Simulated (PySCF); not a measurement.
BrH4NSn, SMILES [SnH2]([Br])[NH2].

Geometry: B3LYP-D3(BJ)/def2-SVP. The structure was generated by enumeration; whether it is a known compound was not checked. The def2 effective core potentials stand for the cores of Sn; spin–orbit coupling is left out. The values are those of a single conformer.

Calculation: PBE/def2-TZVPD run with PySCF.

Isolated molecule, no solvent.

Task: Estimate the frontier levels, gap, dipole moment and polarisability. (Estimate from the structure and the level; the computed values follow.)

Result: 
```
Quantity                                                                                                        Value
---------------------------------------------------------------------------------------------  ----------------------
highest occupied level                                                                                       -6.22 eV
lowest empty level                                                                                           -1.99 eV
orbital gap                                                                                                   4.23 eV
dipole moment                                                                                                  3.33 D
quadrupole, principal values (traceless, Buckingham form, about the centre of nuclear charge)   -3.74, 0.70, 3.04 D·Å
mean static polarisability                                                                      77.7 bohr³ (11.51 Å³)
polarisability, principal values                                                               67.1, 72.8, 93.1 bohr³
```
